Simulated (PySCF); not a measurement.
Magnetic shielding above rings: a mixed set.

NICS is the negative of the GIAO shielding at a point without a nucleus: at the ring centre (0) and 1 Å above and below it (1); zz is the component along the ring normal. Level: GIAO PBE0/pcSseg-1 (PySCF, non-relativistic, gas phase) on the PBE0-D3(BJ)/def2-SVP geometries, one conformer each. Atom numbers follow the mapped SMILES.

Problem. Order these rings by mean NICS(1)zz, lowest (most negative) first (ppm).
A. ring C1–C2–C3–Si4–C5 in `[CH:1]1=[CH:2][CH2:3][SiH2:4][CH2:5]1`
B. ring C1–C2–C3–S4–C5–C6 in `[cH:1]1[cH:2][cH:3][s+:4][cH:5][cH:6]1` (charge +1)
C. ring C4–C5–C6 in `[SiH3:1][SiH2:2][NH:3][CH:4]1[CH2:5][CH2:6]1`
D. ring C3–C4–N5–C6–N7 in `[CH3:1][O:2][c:3]1[cH:4][n:5][cH:6][n-:7]1` (charge -1)
E. ring C2–C3–Si4–N5–Si6 in `[CH3:1][C@@H:2]1[CH2:3][SiH2:4][NH:5][SiH2:6]1`

Solution. D (-31.8), B (-26.4), C (-21.6), A (-2.5), E (-0.8).

```json
{"SMILES": "COc1cnc[n-]1", "ring": "5-membered ring with 2 N; formal bonds all aromatic", "NICS(0)": "-13.1", "NICS(1)": "-11.6", "NICS(1)zz": "-31.8", "HOMA": "0.97", "rms pucker (Å)": "0.00", "ring atoms with four or more neighbours": "0"}
{"SMILES": "c1cc[s+]cc1", "ring": "6-membered ring with S; formal bonds all aromatic", "NICS(0)": "-7.6", "NICS(1)": "-10.9", "NICS(1)zz": "-26.4", "HOMA": "0.98", "rms pucker (Å)": "0.00", "ring atoms with four or more neighbours": "0"}
{"SMILES": "[SiH3][SiH2]NC1CC1", "ring": "3-membered carbocycle; formal bonds all single", "NICS(0)": "-43.1", "NICS(1)": "-8.7", "NICS(1)zz": "-21.6", "HOMA": "–", "rms pucker (Å)": "0.00", "ring atoms with four or more neighbours": "3"}
{"SMILES": "C1=CC[SiH2]C1", "ring": "5-membered ring with Si; formal bonds 1 double, 4 single", "NICS(0)": "-2.4", "NICS(1)": "-3.0", "NICS(1)zz": "-2.5", "HOMA": "–", "rms pucker (Å)": "0.00", "ring atoms with four or more neighbours": "3"}
{"SMILES": "C[C@@H]1C[SiH2]N[SiH2]1", "ring": "5-membered ring with N and 2 Si; formal bonds all single", "NICS(0)": "-5.5", "NICS(1)": "-3.1", "NICS(1)zz": "-0.8", "HOMA": "–", "rms pucker (Å)": "0.17", "ring atoms with four or more neighbours": "4"}
```

NICS(0) gives another order. The isotropic NICS(1) gives another order. HOMA uses Krygowski's 1993 parameters; it is left out where a ring has a four-coordinate atom, a triple bond, no multiple bond or a kind of bond without parameters. NICS(1) and NICS(1)zz are means over the two faces.
